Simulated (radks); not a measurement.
As, 33 electrons, occupied as [Ar] 3d10 4s2 4p3. All-electron calculation, scalar-relativistic Kohn-Sham, LDA (Slater exchange, Perdew-Wang correlation), spin-polarised, spherical densities, finite nucleus; open shells are filled with parallel spins first; Fermi nuclear charge, rms radius 4.0968 fm. Program: a radial shooting solver on a logarithmic mesh with Libxc functionals.

Unscreened Slater integrals over Kohn-Sham orbitals (hartree). They are taken over the spin-up orbitals.

integral      value
F0(4p,4p)   0.36208
F2(4p,4p)   0.18476
F0(4p,4s)   0.40463
G1(4p,4s)   0.25710
F0(4p,3d)   0.47984
F2(4p,3d)  0.088288
G1(4p,3d)  0.031075
G3(4p,3d)  0.027160
F0(4p,3p)   0.48292
F2(4p,3p)  0.078546
G0(4p,3p)  0.018480
G2(4p,3p)  0.021059
F0(4s,4s)   0.46730
F0(4s,3d)   0.59966
G2(4s,3d)  0.054235
F0(4s,3p)   0.60525
G1(4s,3p)  0.036663
F0(3d,3d)    1.3572
F2(3d,3d)   0.63659
F4(3d,3d)   0.39777
F0(3d,3p)    1.4017
F2(3d,3p)   0.66600
G1(3d,3p)   0.81325
G3(3d,3p)   0.49889
F0(3p,3p)    1.4614
F2(3p,3p)   0.72992

Derived for the open shells (J is the average intra-shell exchange parameter used in DFT+U). 4p: J = F2/5 = 0.03695 hartree.
